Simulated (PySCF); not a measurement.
**Relaxation of quartet [Be3S]+**

All numbers come from UPBE0/[S def2-TZVP, Be def2-TZVP], no relativity, density fitting, PySCF. A (50,194) grid was used.

A start displaced from a saddle point along its imaginary mode, of C3v symmetry, held to at least that symmetry:

```xyz
4
charge 1 multiplicity 4, angstrom
S     0.0000   -0.2114    0.0000
Be   -0.0011    0.2500    2.0213
Be    1.7510    0.2500   -1.0097
Be   -1.7500    0.2500   -1.0116
```

**Question.** What does it relax to?

**Answer.** It ends at C3v with S–Be 2.035 Å (×3); Be–S–Be 108.2° (×3). A frequency run shows a minimum. Other isomers or separated fragments may lie lower.

**Question.** How much energy is released, and in how many steps?

**Answer.** 4.7 kJ/mol in 6 steps.

At this level a broken-symmetry Ms = 1/2 minimum of Cs symmetry lies 6 kJ/mol below this structure.

The relaxation took about 24 core-seconds on a shared host.
